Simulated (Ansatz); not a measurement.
`CC/C=C\C(C)(C)C` at its PBE0-D4/def2-TZVP geometry, where that method's forces vanish. Charge 0, multiplicity 1.

```xyz
24

C     0.1341   -2.5543   -1.7521
C     0.1672   -1.0304   -1.8074
C    -1.0428   -0.4238   -1.1743
C    -1.1412    0.3420   -0.0903
C    -0.0558    0.8564    0.8364
C    -0.7280    1.6360    1.9670
C     0.8895    1.8060    0.0951
C     0.7364   -0.2966    1.4589
H     0.9907   -2.9880   -2.2733
H     0.1500   -2.9050   -0.7175
H    -0.7746   -2.9443   -2.2182
H     0.2055   -0.7149   -2.8571
H     1.0851   -0.6659   -1.3462
H    -1.9768   -0.6720   -1.6773
H    -2.1481    0.6539    0.1811
H     0.0173    2.0298    2.6630
H    -1.4122    0.9961    2.5310
H    -1.3019    2.4796    1.5738
H     1.6357    2.2130    0.7842
H     1.4185    1.3044   -0.7163
H     0.3354    2.6425   -0.3374
H     0.0702   -0.9785    1.9928
H     1.2769   -0.8773    0.7105
H     1.4687    0.0912    2.1735
```

(1) What forces (eV/Å) does B3LYP-D4/def2-TZVPP give on these atoms in Ansatz? (Estimate.)

## Answers

(1) Ansatz gave: 
```
C1   0.008 -0.238  0.006
C2   0.159  0.161 -0.086
C3  -0.188  0.039 -0.008
C4  -0.212 -0.011 -0.044
C5  -0.045 -0.011 -0.025
C6  -0.108  0.137  0.198
C7   0.165  0.153 -0.135
C8   0.146 -0.206  0.094
H9  -0.040  0.010  0.027
H10  0.001  0.004 -0.055
H11  0.045  0.008  0.021
H12  0.010 -0.015  0.044
H13 -0.060 -0.031 -0.051
H14  0.065  0.011  0.024
H15  0.077 -0.025 -0.023
H16 -0.053 -0.014 -0.027
H17  0.032  0.047 -0.022
H18  0.026 -0.043  0.035
H19 -0.031 -0.012 -0.051
H20 -0.022  0.047  0.052
H21  0.042 -0.038  0.018
H22  0.048  0.029 -0.026
H23 -0.031  0.033  0.066
H24 -0.034 -0.037 -0.034
```

B3LYP here is the variant with VWN-RPA as its local correlation; programs differ in this.
